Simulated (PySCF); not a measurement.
Computed IR spectrum (relative IR intensity) of a molecule Cl2H4OSi2. Coordinates come from a PBE-D3(BJ)/def2-SVP optimisation. The values are those of a single conformer. Method: PBE-D3(BJ)/def2-SVP (PySCF). Frequencies are harmonic and unscaled.

Lines under 2 % of the strongest are left out, and lines within 2 cm⁻¹ are merged.

| ν (cm⁻¹) | relative intensity |
|---|---|
| 310 | 4.8 |
| 490 | 7.8 |
| 577 | 29 |
| 620 | 2.0 |
| 696 | 11 |
| 704 | 9.7 |
| 784 | 39 |
| 808 | 55 |
| 912 | 18 |
| 916 | 16 |
| 943 | 100 |
| 1055 | 83 |
| 2177 | 15 |
| 2189 | 27 |
| 2202 | 27 |
| 2258 | 20 |

Task: Identify the compound among the candidates.
(A) O[Si@@H](Cl)[SiH2]Cl
(B) [SiH3]O[SiH](Cl)Cl
(C) O[SiH2][SiH](Cl)Cl
(D) O[Si]([SiH3])(Cl)Cl

Result: B, [SiH3]O[SiH](Cl)Cl
